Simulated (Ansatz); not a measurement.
Species: PO, charge 0, multiplicity 2. 
Geometry from a B3LYP-D3(BJ)/def2-TZVP (Ansatz, a first-principles code) optimisation:
```
P
O 1 1.4798
```
Charge 0, spin multiplicity 2.

Basis-set convergence of Hartree-Fock and CCSD correlation energies (hartree) with Ansatz. Valence correlation only, unless marked. Open shells are spin-unrestricted. Spin-orbit coupling is left out. Non-relativistic.

| basis | functions | E(HF) | E(corr, CCSD) |
|---|---|---|---|
| def2-SVPD | 47 | -415.40617 | -0.30591 |
| def2-TZVPPD | 88 | -415.62309 | -0.36449 |
| def2-QZVPPD | 142 | -415.63632 | -0.38698 |

Extrapolating the two largest sets (X = 3 and 4) as X^-3: E(corr) = (64·(-0.38698) - 27·(-0.36449))/37 = -0.4034 Eh, an estimate of the basis-set limit. The largest set recovers 95.9 % of it, the smallest 75.8 %.
